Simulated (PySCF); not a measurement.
Input for PySCF:
```python
from pyscf import gto, scf, dft
from pyscf.prop import polarizability

mol = gto.M(
    atom='''
B    -0.505009   -0.303719   -0.362575
H    -1.361258   -0.818676   -0.977324
Cl   -0.338157    1.389074   -0.393734
Cl    0.566763   -1.251588    0.557863
''',
    basis='def2-svp',
    charge=0,
    spin=0,
    verbose=4,
)

mf = dft.RKS(mol)
mf.xc = 'pbe0'
mf.kernel()
alpha = mf.Polarizability().polarizability()[2, 2]
print('alpha_zz =', alpha)
```

Problem. What is the computed Mulliken (on the basis functions themselves) charges in atom order (PBE0/def2-SVP, polarisability (PySCF))?

Solution. B1 0.05, H2 -0.01, Cl3 -0.02, Cl4 -0.02

Problem. Predict the polarisability along z from PBE0/def2-SVP, polarisability.

Solution. 23.2 bohr³

Problem. What total energy does PBE0/def2-SVP, polarisability give?

Solution. -945.276057 Ha

Problem. What is the computed dipole moment (PBE0/def2-SVP, polarisability)?

Solution. 0.29 D

Problem. What is the computed HOMO-LUMO gap (PBE0/def2-SVP, polarisability)?

Solution. 7.76 eV
